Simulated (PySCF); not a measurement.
C3H8N, SMILES CN([CH2])C, multiplicity 2.

The structure is a stationary point at PBE-D3(BJ)/def2-SVP. The isomer is the one that the SMILES or the coordinates give; other isomers of the formula were not compared.

Level of theory: SMD-PBE0/6-31G* (PySCF).

Solvation free energies are E(SMD) − E(gas) at the gas-phase geometry, for 1 M in both phases. In vacuum the dipole moment is 1.06 D.

```tsv
solvent	ΔG(solv) (kcal/mol)	its non-electrostatic (CDS) part	dipole (D)
water	-0.2	3.4	1.48
chlorobenzene	-3.4	-0.7	1.37
ethylethanoate	?	?	?
```

Some entries are withheld; supply them. (An estimate is asked for; the answer gives what the named calculation found.)


- ethylethanoate, ΔG(solv) (kcal/mol): -2.9
- ethylethanoate, its non-electrostatic (CDS) part: -0.2
- ethylethanoate, dipole (D): 1.37
